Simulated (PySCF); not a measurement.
Two species compared at the same levels of theory.

First species: C₂H₆BFO.
Geometry (PBE0-D3(BJ)/def2-SVP, Å), atoms numbered from 1 in this order:
```
atom  x, y, z in Å
C1    -1.4015    1.0132   -0.4621
O2    -0.1992    0.7509    0.1873
C3     0.3485   -0.4904   -0.1341
B4     1.6905   -0.7568    0.6285
F5     2.3339   -1.8846    0.3663
H6    -1.2873    1.0122   -1.5654
H7    -1.7490    2.0076   -0.1484
H8    -2.1837    0.2697   -0.2054
H9     0.5333   -0.5970   -1.2286
H10   -0.3479   -1.3287    0.1090
H11    2.1746   -0.0117    1.4482
```

Second species: C2H5BClN.
Numbering: `[CH3:1][C:2]#[N+:3][BH2-:4][Cl:5]` (hydrogens: H6, H7, H8 on C1; H9, H10 on B4)

Levels: PBE0/def2-SVPD for dipole moment, HOMO energy, LUMO energy, HOMO–LUMO gap, static isotropic polarisability and electronic spatial extent ⟨r²⟩ about the centre of nuclear charge; TDDFT PBE0/def2-SVPD for lowest singlet excitation; TDA PBE0/def2-SVPD for lowest triplet excitation (Tamm–Dancoff); ΔSCF PBE0/def2-SVPD for vertical ionisation energy; PBE0-D3(BJ)/def2-SVP for rotational constant A and rotational constant C. Geometries: PBE0-D3(BJ)/def2-SVP. Each structure is a single optimised conformer of the isolated species, non-relativistic unless stated; the electronic structure was computed with PySCF and density fitting.

Dipoles, sizes and rotational constants follow the conformer. The torsions of the flexible species, by atom-mapped SMILES:
- `[CH3:1][O:2][CH2:3][BH:4][F:5]`: C1–O2–C3–B4 -179°, O2–C3–B4–F5 -177°

Values for the first species:

| Quantity | Value |
| --- | --- |
| Dipole moment | 1.67 D |
| HOMO energy | -7.73 eV |
| LUMO energy | -0.74 eV |
| HOMO–LUMO gap | 6.99 eV |
| Lowest singlet excitation | 5.75 eV |
| Lowest triplet excitation (Tamm–Dancoff) | 5.54 eV |
| Static isotropic polarisability | 45.6 au |
| Vertical ionisation energy | 10.08 eV |
| Electronic spatial extent ⟨r²⟩ about the centre of nuclear charge | 585 bohr² |
| Rotational constant A | 26.749 GHz |
| Rotational constant C | 1.948 GHz |

Question: Estimate the same properties for the second species, and the change in each.

Answer: 
```csv
property,first,second,second less first
dipole moment,1.67 D,8.66 D,+6.99 D
HOMO energy,-7.73 eV,-7.03 eV,+0.70 eV
LUMO energy,-0.74 eV,-1.10 eV,-0.36 eV
HOMO–LUMO gap,6.99 eV,5.93 eV,-1.06 eV
lowest singlet excitation,5.75 eV,4.73 eV,-1.02 eV
lowest triplet excitation (Tamm–Dancoff),5.54 eV,4.59 eV,-0.95 eV
static isotropic polarisability,45.6 au,65.9 au,+20.3 au
vertical ionisation energy,10.08 eV,9.27 eV,-0.81 eV
electronic spatial extent ⟨r²⟩ about the centre of nuclear charge,585 bohr²,794 bohr²,+209 bohr²
rotational constant A,26.749 GHz,13.232 GHz,-13.517 GHz
rotational constant C,1.948 GHz,1.423 GHz,-0.525 GHz
```

On the first: No computed singlet falls in the visible range (750 to 380 nm, 1.65 to 3.26 eV); S1 lies 2.49 eV above its blue end. S1 lies 1.24 eV below the HOMO–LUMO gap; its leading configuration is HOMO→LUMO, weight 1.00.

On the second: The vertical singlet–triplet gap S1 − T1 is 0.14 eV (TDDFT singlet less Tamm–Dancoff triplet; S1: HOMO→LUMO, weight 0.99; T1: HOMO→LUMO, weight 0.97). The polarisability is 9.77 Å³ as a volume (1 au = 0.148185 Å³), or 1.43 au for each of the 46 electrons.
